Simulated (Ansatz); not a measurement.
GeH$_{5}$NOSi (`N[SiH]1[O][GeH2]1`) at its PBE0-D4/def2-TZVP geometry, where that method's forces vanish. Total charge 0; spin multiplicity 1.

| atom | x (Å) | y (Å) | z (Å) |
| --- | --- | --- | --- |
| N1 | 0.8034 | -0.8058 | -1.4670 |
| Si2 | 0.4701 | 0.3932 | -0.3260 |
| O3 | -1.0700 | 0.9058 | -0.1910 |
| Ge4 | -0.7886 | 0.2018 | 1.5685 |
| H5 | 0.2090 | -1.6011 | -1.6278 |
| H6 | 1.7113 | -0.8981 | -1.8899 |
| H7 | 1.5729 | 1.3786 | -0.4198 |
| H8 | -1.0662 | 1.3315 | 2.5806 |
| H9 | -1.8420 | -0.9060 | 1.7724 |

(1) For each bond, give half the difference of the two atoms' forces along it (eV/Å; positive pushes the atoms apart) under PBE-D4, r2SCAN-D4, B3LYP-D4, ωB97M-V in def2-TZVPP. (Estimate.)

Results:

(1) Computed: 
```tsv
bond	length (Å)	PBE-D4	r2SCAN-D4	B3LYP-D4	ωB97M-V
N1–Si2	1.688	0.01	0.00	0.05	0.06
N1–H5	1.006	0.18	0.02	-0.01	-0.02
N1–H6	1.006	0.17	0.01	-0.01	-0.03
Si2–O3	1.629	0.57	0.13	0.10	-0.03
Si2–Ge4	2.283	0.19	0.08	0.24	0.11
Si2–H7	1.482	-0.06	-0.05	-0.17	-0.18
O3–Ge4	1.916	0.55	0.16	0.30	0.04
Ge4–H8	1.542	0.06	-0.04	-0.06	-0.10
Ge4–H9	1.542	0.07	-0.04	-0.06	-0.11
```

B3LYP here is the variant with VWN-RPA as its local correlation; programs differ in this.
